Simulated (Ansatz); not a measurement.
Consider the ligand exchange at the Si–C bond: `C=C=C(F)[SiH2]F` + `B[SiH2]O` → `B[SiH2]O[SiH2]F` + `C=C=CF`.

Calculated with Ansatz (gas phase, PBE0-D4/def2-TZVP geometries, no zero-point term in ΔE). CBS: MP2 limit from def2 TZ/QZ plus the TZ coupled-cluster correction, frozen cores. Functionals use def2-TZVPP. One conformer a species, not always the lowest.

`C=C=C(F)[SiH2]F`:

Cartesian coordinates in Å:
```
C 0.611 -1.894 -0.949
C -0.087 -0.839 -0.657
C -0.723 0.246 -0.308
F -1.916 0.559 -0.873
Si -0.067 1.396 1.000
F 0.315 2.807 0.355
H 0.476 -2.827 -0.410
H 1.346 -1.879 -1.748
H -1.106 1.651 2.024
H 1.153 0.781 1.565
```

`B[SiH2]O`:

Cartesian coordinates in Å:
```
B -0.161 1.303 -0.426
Si -0.282 -0.538 0.360
O 0.745 -1.672 -0.271
H 0.736 1.674 -1.127
H -1.004 2.108 -0.152
H -1.642 -1.113 0.193
H -0.048 -0.351 1.829
H 1.656 -1.411 -0.408
```

`B[SiH2]O[SiH2]F`:

Cartesian coordinates in Å:
```
B 0.695 -1.158 1.539
Si 1.003 -0.747 -0.398
O -0.086 0.295 -1.070
Si -1.289 1.327 -0.757
F -0.803 2.403 0.317
H -0.211 -0.713 2.179
H 1.454 -1.897 2.096
H 0.949 -2.016 -1.179
H 2.365 -0.167 -0.568
H -2.447 0.623 -0.162
H -1.631 2.050 -1.997
```

`C=C=CF`:

```xyz
7

C    -0.980    0.856    0.268
C    -0.024    0.016    0.012
C     0.923   -0.848   -0.203
F     1.715   -0.797   -1.287
H    -1.993    0.685   -0.085
H    -0.799    1.763    0.838
H     1.159   -1.675    0.456
```

| level | ΔE (kJ/mol) |
| --- | --- |
| ωB97M-V | -122.9 |
| CCSD/def2-TZVPP | -129.7 |
| MP2/def2-QZVPP | -125.9 |
| SCS-MP2/def2-QZVPP | -129.4 |

Problem. What does CCSD(T)/CBS give? (Best estimate.)

Solution. Ansatz gave: -125.5 kJ/mol. The listed levels differ from it by 2.6, -4.2, -0.4, -3.9 kJ/mol.

Largest T1 diagnostic among the species: 0.013.

From PBE to PBE0 (25 % exact exchange), in def2-TZVPP and without D4, ΔE moves by −8.5 kJ/mol. In def2-TZVPP, CCSD(T) changes the Hartree–Fock value by +19.1 kJ/mol (the triples alone add +3.8 kJ/mol) and MP2 by +19.7 kJ/mol.

CCSD(T)/CBS has its own doubt, a few kJ/mol and more with outer-core shells, so smaller differences from it don't rank the levels.
